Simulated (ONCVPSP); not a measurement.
**Configuration tests for mercury (ONCV)**

Hg (Z = 80), optimised norm-conserving Vanderbilt (ONCV), made with ONCVPSP 4.0.1 (PBEsol, fully relativistic). Core [Kr] 4d10, reference 4f14 5s2 5p6 5d10 6s1.5 (charge +0.5). Waves: 5s+6s: rc 1.20 bohr, ncon 3, nbas 7, qcut 9.4 1/bohr, 3 projectors, debl 3 Ha; 5p: rc 1.05 bohr, ncon 3, nbas 6, qcut 7.9 1/bohr, 2 projectors, debl 2.6 Ha; 5d: rc 1.70 bohr, ncon 3, nbas 7, qcut 8 1/bohr, 3 projectors, debl 1.5 Ha; 4f: rc 0.80 bohr, ncon 4, nbas 9, qcut 20.3 1/bohr, 2 projectors, debl 0.9 Ha. Local part: polynomial inside 0.55 bohr (lpopt 5, dvloc0 -1 Ha). Core correction: none.

Open shells are filled in proportion to 2j + 1.

In the f channel the program set the typed energies aside and used -3.609, 0.250 Ha (j = l + 1/2; the other j can differ).

Energies are relative to the spin-unpolarised reference configuration 4f14 5s2 5p6 5d10 6s1.5; without spin polarisation the order of configurations can differ from experiment.

(1) Give the all-electron excitation energy and the error of the potential for: 4f14 5s2 5p6 5d10 6s2; 4f14 5s2 5p6 5d10 6s1; 4f14 5s2 5p6 5d10 6s0; 4f14 5s2 5p6 5d10 6s1 6p1.

Levels in the configuration 4f14 5s2 5p6 5d10 6s1 6p1:

```csv
level,all-electron (eV),pseudo (eV)
4f j=7/2,-96.004,-96.023
4f j=5/2,-100.197,-100.212
5s j=1/2,-120.150,-120.151
5p j=3/2,-63.823,-63.822
5p j=1/2,-82.162,-82.157
5d j=5/2,-11.280,-11.280
5d j=3/2,-13.145,-13.145
6s j=1/2,-8.421,-8.421
6p j=3/2,-1.850,-1.850
6p j=1/2,-2.695,-2.695
```

Note: ghosts flagged at negative energy: s at -1239.5 eV, p3/2 at -342.1 eV, p1/2 at -224.8 eV; GHOST(+) flagged for d5/2 at 260.5 eV, d3/2 at 305.3 eV. A true bound ghost makes a file unfit for plane-wave use.

## Answers

(1)

```
    valence configuration  charge  ΔE all-electron (eV)  error AE − PS (meV)
    4f14 5s2 5p6 5d10 6s2       0                -4.390                 -0.3
    4f14 5s2 5p6 5d10 6s1      +1                 6.364                 +0.1
    4f14 5s2 5p6 5d10 6s0      +2                25.378                 -0.8
4f14 5s2 5p6 5d10 6s1 6p1       0                 1.665                 -0.1
```
